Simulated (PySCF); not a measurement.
**A small calculation by hand: oscillator strength and radiative lifetime**

Ga(H)(OH)(NH2) (GaH4NO), SMILES [NH2][GaH][OH].

Geometry: ωB97X-D3(BJ)/def2-TZVP. Other conformers were not sampled.

TDA-CAM-B3LYP/def2-SVPD in PySCF 2.14.0 puts the first singlet state with f over 0.02 at 6.08 eV (vertical), with the transition dipole (0.000, 0.000, -0.473) in atomic units.

Find the oscillator strength, the wavelength and the radiative lifetime that this transition would have in vacuum if emission retraced absorption.


|μ|² = 0.2237 au, so |μ| = 1.20 D. ΔE = 6.08/27.211 = 0.2234 hartree. f = (2/3) ΔE |μ|² = 0.033 (the program prints 0.033).
λ = 1239.84/6.08 = 204 nm; ν = 49038 cm⁻¹.
Einstein's coefficient A = 0.6670 ν² f s⁻¹ (ν in cm⁻¹) = 5.3e7 s⁻¹, so τ = 1/A = 19 ns. This state is S1. The figure is the radiative limit of this one transition; relaxation, internal conversion, crossing to triplets and a medium change what is measured.
